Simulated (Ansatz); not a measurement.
The same path of H2OSSe (5 atoms, charge 0, multiplicity 1) was run 3 times with different band settings. The coordinate that changes most is the dihedral S1–O2–Se3–H5.

Computed with RKS B3LYP-D4/def2-SVP (Ansatz).

Relaxed end points:

```xyz
5
Properties=species:S:1:pos:R:3
S -1.005 -1.241 0.174
O -0.123 -0.034 0.958
Se 1.576 0.383 0.343
H -1.570 -0.468 -0.795
H 1.122 1.360 -0.680
```

```xyz
5
Properties=species:S:1:pos:R:3
S -0.825 -1.202 -0.319
O 0.041 -0.261 0.783
Se 0.812 1.325 0.206
H -2.023 -0.561 -0.234
H 1.995 0.700 -0.436
```

Common settings: movable images 7; climbing image yes; spring 5.0 eV/Å²; start path through a guess of the saddle point; force threshold 0.05 eV/Å; end points relaxed.

| run | optimiser | iteration limit | largest step |
| --- | --- | --- | --- |
| 1 | quadratic models (default) | 53 | default |
| 2 | fire | 60 | default |
| 3 | fire | 60 | 0.5 Å |

Question: What does each run give, and how far can it be trusted?

Answer: Run 1: converged after 12 iterations, highest image 0.087 eV above the first end. A vibrational analysis at the climbing image gives one clearly imaginary mode, 114i cm⁻¹: a first-order saddle point.
Run 2: converged after 49 iterations, highest image 0.087 eV above the first end. Another band between the same ends (7 images) ends at a top of the same energy, where a vibrational analysis finds 1 clearly imaginary mode.
Run 3: converged after 50 iterations, highest image 0.087 eV above the first end. Another band between the same ends (7 images) ends at a top of the same energy, where a vibrational analysis finds 1 clearly imaginary mode.
